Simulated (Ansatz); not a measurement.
Geometry optimisation, Ansatz 0.2.0, RKS PBE0-D4/def2-SVP.

input.yaml

```yaml
crystal:
  periodic: [false, false, false]
  atoms:
    - { symbol: Si, position_ang: [-0.132785, -0.071478, 0.602341] }
    - { symbol: "N", position_ang: [1.270846, 0.067887, -0.470161] }
    - { symbol: "N", position_ang: [-1.357754, 0.074932, -0.529468] }
    - { symbol: H, position_ang: [-0.868366, 0.303707, -1.390672] }
    - { symbol: F, position_ang: [-0.0841, 1.07426, 1.736857] }
    - { symbol: F, position_ang: [-0.174462, -1.450038, 1.44186] }
    - { symbol: H, position_ang: [1.994881, 0.715882, -0.160534] }
    - { symbol: H, position_ang: [1.717211, -0.815677, -0.710254] }
    - { symbol: H, position_ang: [-2.365571, 0.100424, -0.519967] }
basis:
  gaussian: { orbitals: def2-SVP }
hamiltonian:
  xc: pbe0
  dispersion: d4
relax:
  f_tol: 0.03
  max_steps: 50
```

Run as:

```bash
$ ansatz run input.yaml --threads 2 --pin off --max-ram 3072MiB --backend cpu --events-out ev --progress --plain --runs-dir out
```

Where does it end, and by what steps?

It converged. After 6 steps the energy has fallen by 0.316 eV; H4 moved furthest, 0.58 Å.

| step | energy less start (eV) | largest force component (eV/Å) | accepted |
| --- | --- | --- | --- |
| 0 | 0.0000 | 1.146 | yes |
| 1 | -0.1150 | 0.765 | yes |
| 2 | -0.2008 | 0.865 | yes |
| 3 | -0.2677 | 0.560 | yes |
| 4 | -0.3051 | 0.113 | yes |
| 5 | -0.3153 | 0.056 | yes |
| 6 | -0.3164 | 0.008 | yes |

```xyz
9
Properties=species:S:1:pos:R:3
Si -0.070 0.001 0.501
N 1.442 0.016 -0.260
N -1.318 -0.020 -0.642
H -1.342 0.638 -1.410
F -0.037 1.264 1.513
F -0.379 -1.254 1.475
H 2.257 0.392 0.209
H 1.681 -0.656 -0.978
H -2.235 -0.380 -0.409
```

Run time: 14 s on 2 threads of Intel(R) Xeon(R) Platinum 8375C CPU @ 2.90GHz (Ice Lake) (shared host), peak memory 0.21 GiB.
